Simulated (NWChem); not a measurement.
All runs are NWChem calculations. System: H4GeS, charge 0, spin multiplicity 1, at a geometry optimised with PBE/def2-SVP. The structure started from a generated list of species. Level: RHF/cc-pVTZ.

Job file:

```
start mol
memory heap 200 mb stack 900 mb global 1100 mb
geometry units angstroms nocenter noautoz noautosym
  Ge    -0.667490     0.211956     0.106843
  S      1.423864    -0.523358    -0.267717
  H     -0.908097     1.582498    -0.580290
  H     -1.576220    -0.870274    -0.522204
  H     -0.951966     0.335545     1.627473
  H      2.014135     0.543357     0.339506
end
basis spherical
  * library cc-pvtz
end
scf
  rhf
  nopen 0
  maxiter 100
  thresh 1e-7
  semidirect memsize 60000000 filesize 0
end
task scf energy
```

Part of the output:

```
             Northwest Computational Chemistry Package (NWChem) 7.3.0
             --------------------------------------------------------

                                NWChem Input Module
                                -------------------

 Scaling coordinates for geometry "geometry" by  1.889725989
 (inverse scale =  0.529177249)

                             Geometry "geometry" -> ""
                             -------------------------

 Output coordinates in angstroms (scale by  1.889725989 to convert to a.u.)

  No.       Tag          Charge          X              Y              Z
 ---- ---------------- ---------- -------------- -------------- --------------
    1 Ge                  32.0000    -0.66749000     0.21195600     0.10684300
    2 S                   16.0000     1.42386400    -0.52335800    -0.26771700
    3 H                    1.0000    -0.90809700     1.58249800    -0.58029000
    4 H                    1.0000    -1.57622000    -0.87027400    -0.52220400
    5 H                    1.0000    -0.95196600     0.33554500     1.62747300
    6 H                    1.0000     2.01413500     0.54335700     0.33950600

 Effective nuclear repulsion energy (a.u.)     174.9816866482

            Nuclear Dipole moment (a.u.)
            ----------------------------
        X                 Y               Z
 ---------------- ---------------- ----------------
    -0.0000075589    -0.0000188973    -0.0000207870


 Summary of "ao basis" -> "" (spherical)
 ------------------------------------------------------------------------------
       Tag                 Description            Shells   Functions and Types
 ---------------- ------------------------------  ------  ---------------------
 *                          cc-pvtz                   on all atoms

 Summary of "ao basis" -> "ao basis" (spherical)
 ------------------------------------------------------------------------------
       Tag                 Description            Shells   Functions and Types
 ---------------- ------------------------------  ------  ---------------------
 Ge                         cc-pvtz                 15       43   6s5p3d1f
 S                          cc-pvtz                 12       34   5s4p2d1f
 H                          cc-pvtz                  6       14   3s2p1d

                                 NWChem SCF Module
                                 -----------------

  ao basis        = "ao basis"
  functions       =   133
  atoms           =     6
  closed shells   =    26
  open shells     =     0
  charge          =   0.00
  wavefunction    = RHF
  use symmetry    = F
  symmetry adapt  = F

 Summary of "ao basis" -> "ao basis" (spherical)
 ------------------------------------------------------------------------------
       Tag                 Description            Shells   Functions and Types
 ---------------- ------------------------------  ------  ---------------------
 Ge                         cc-pvtz                 15       43   6s5p3d1f
 S                          cc-pvtz                 12       34   5s4p2d1f
 H                          cc-pvtz                  6       14   3s2p1d

 Forming initial guess at       0.1s

      Superposition of Atomic Density Guess
      -------------------------------------

 Sum of atomic energies:       -2474.83241149

      Non-variational initial energy
      ------------------------------

 Total energy =   -2475.320501
 1-e energy   =   -3795.300851
 2-e energy   =    1144.998663
 HOMO         =      -0.309469
 LUMO         =       0.035488

 Starting SCF solution at      13.8s

 ----------------------------------------------
         Quadratically convergent ROHF

 Convergence threshold     :          1.000E-07
 Maximum no. of iterations :          100
 Final Fock-matrix accuracy:          1.000E-09
 ----------------------------------------------

              iter       energy          gnorm     gmax       time
             ----- ------------------- --------- --------- --------
                 1    -2475.2694821756  5.23D-01  1.20D-01     14.1
                 2    -2475.2964164429  2.26D-01  4.57D-02     14.4
                 3    -2475.3004906236  1.62D-02  5.44D-03     15.1
                 4    -2475.3005255530  2.50D-04  7.03D-05     16.0
                 5    -2475.3005255624  2.83D-08  6.97D-09     17.9

       Final RHF  results
       ------------------

         Total SCF energy =  -2475.300525562398
      One-electron energy =  -3796.631227371453
      Two-electron energy =   1146.349015160906
 Nuclear repulsion energy =    174.981686648150

        Time for solution =      4.1s

             Final eigenvalues
             -----------------

              1
    1 -405.2519
    2  -91.9534
    3  -52.1584
    4  -46.2461
    5  -46.2454
    6  -46.2454
    7   -8.9557
    8   -7.2032
    9   -6.6368
   10   -6.6360
   11   -6.6350
   12   -5.1794
   13   -5.1779
   14   -5.1777
   15   -1.6549
   16   -1.6538
   17   -1.6537
   18   -1.6501
   19   -1.6497
   20   -0.9580
   21   -0.7213
   22   -0.5456
   23   -0.4912
   24   -0.4758
   25   -0.4366
   26   -0.3736
   27    0.1031
   28    0.1327
   29    0.1481
   30    0.1584
   31    0.1736
   32    0.2628
   33    0.2643
   34    0.2663
   35    0.3097
   36    0.3423

                       ROHF Final Molecular Orbital Analysis
                       -------------------------------------

 Vector   24  Occ=2.000000D+00  E=-4.758005D-01
              MO Center= -8.4D-01, -2.5D-01, -1.6D-01, r^2= 2.9D+00
   Bfn.  Coefficient  Atom+Function         Bfn.  Coefficient  Atom+Function
  ----- ------------  ---------------      ----- ------------  ---------------
    93      0.272726  4 H  s                 14     -0.226979  1 Ge py
    94      0.186165  4 H  s                 13     -0.168984  1 Ge px
    92      0.155718  4 H  s

 Vector   25  Occ=2.000000D+00  E=-4.365701D-01
              MO Center=  9.1D-01, -3.1D-01, -1.6D-01, r^2= 2.8D+00
   Bfn.  Coefficient  Atom+Function         Bfn.  Coefficient  Atom+Function
  ----- ------------  ---------------      ----- ------------  ---------------
    52      0.340114  2 S  px                53     -0.245429  2 S  py
    13     -0.235145  1 Ge px                58      0.199487  2 S  px
    48      0.158255  2 S  s                 59     -0.155116  2 S  py

 Vector   26  Occ=2.000000D+00  E=-3.735513D-01
              MO Center=  1.2D+00, -3.6D-01, -1.8D-01, r^2= 2.3D+00
   Bfn.  Coefficient  Atom+Function         Bfn.  Coefficient  Atom+Function
  ----- ------------  ---------------      ----- ------------  ---------------
    54      0.449919  2 S  pz                60      0.335536  2 S  pz
    53     -0.251828  2 S  py                59     -0.187817  2 S  py
    57      0.179674  2 S  pz

 Vector   27  Occ=0.000000D+00  E= 1.030708D-01
              MO Center= -2.3D-01,  2.9D-01,  1.6D-01, r^2= 7.0D+00
   Bfn.  Coefficient  Atom+Function         Bfn.  Coefficient  Atom+Function
  ----- ------------  ---------------      ----- ------------  ---------------
    48     -1.426422  2 S  s                 19      1.394951  1 Ge px
    58      0.532442  2 S  px                59     -0.488378  2 S  py
   122      0.455939  6 H  s                 94      0.445054  4 H  s
    60     -0.264650  2 S  pz                 6      0.258311  1 Ge s
    13      0.221111  1 Ge px                20     -0.172461  1 Ge py

 Vector   28  Occ=0.000000D+00  E= 1.326824D-01
              MO Center=  5.6D-01,  3.4D-01,  2.0D-01, r^2= 6.3D+00
   Bfn.  Coefficient  Atom+Function         Bfn.  Coefficient  Atom+Function
  ----- ------------  ---------------      ----- ------------  ---------------
   122      1.406900  6 H  s                  6     -1.091590  1 Ge s
    94      0.890118  4 H  s                 58     -0.843717  2 S  px
    59     -0.599571  2 S  py                 4     -0.595749  1 Ge s
    48     -0.525792  2 S  s                 80      0.510570  3 H  s
   108      0.497928  5 H  s                 20      0.408238  1 Ge py

 Vector   29  Occ=0.000000D+00  E= 1.480764D-01
              MO Center= -4.9D-01,  5.4D-01,  3.0D-01, r^2= 5.8D+00
   Bfn.  Coefficient  Atom+Function         Bfn.  Coefficient  Atom+Function
  ----- ------------  ---------------      ----- ------------  ---------------
    20      1.858691  1 Ge py                94      1.365470  4 H  s
    80     -1.256425  3 H  s                108     -1.241854  5 H  s
    21      1.041444  1 Ge pz                 6      0.414120  1 Ge s
    48      0.349339  2 S  s                 59     -0.236797  2 S  py
    58     -0.202130  2 S  px                 4      0.176631  1 Ge s

 center of mass
 --------------
 x =  -0.09027901 y =   0.00926472 z =   0.00360703

 moments of inertia (a.u.)
 ------------------
          79.665211899980         119.783134467611          60.568757028197
         119.783134467611         401.301392452112         -22.931505075657
          60.568757028197         -22.931505075657         434.294743239400

  Mulliken analysis of the total density
  --------------------------------------

    Atom       Charge   Shell Charges
 -----------   ------   -------------------------------------------------------
    1 Ge  32    31.51   2.00  2.00  1.96  0.80  0.30  0.09  6.00  5.80  1.54  0.44  0.29  9.63  0.44  0.17  0.03
    2 S   16    16.30   2.00  1.89  1.11  0.18  0.63  5.81  2.47  0.81  1.31  0.06  0.03  0.01
    3 H    1     1.10   0.23  0.56  0.29  0.00  0.01  0.00
    4 H    1     1.09   0.23  0.56  0.29  0.00  0.01  0.00
    5 H    1     1.10   0.23  0.56  0.29  0.00  0.01  0.00
    6 H    1     0.91   0.23  0.50  0.13  0.01  0.04  0.00

       Multipole analysis of the density wrt the origin
       ------------------------------------------------

     L   x y z        total         open         nuclear
     -   - - -        -----         ----         -------
     0   0 0 0     -0.000000      0.000000     52.000000

     1   1 0 0     -0.314190      0.000000     -0.000008
     1   0 1 0      0.417986      0.000000     -0.000019
     1   0 0 1      0.228387      0.000000     -0.000021

     2   2 0 0    -24.756777      0.000000    196.293122
     2   1 1 0      1.578915      0.000000    -56.211101
     2   1 0 1      0.912759      0.000000    -28.199388
     2   0 2 0    -25.299441      0.000000     33.887874
     2   0 1 1      0.627482      0.000000     11.545887
     2   0 0 2    -26.004581      0.000000     17.446142

 Task  times  cpu:       17.9s     wall:       17.9s

 Total times  cpu:       17.9s     wall:       17.9s
```
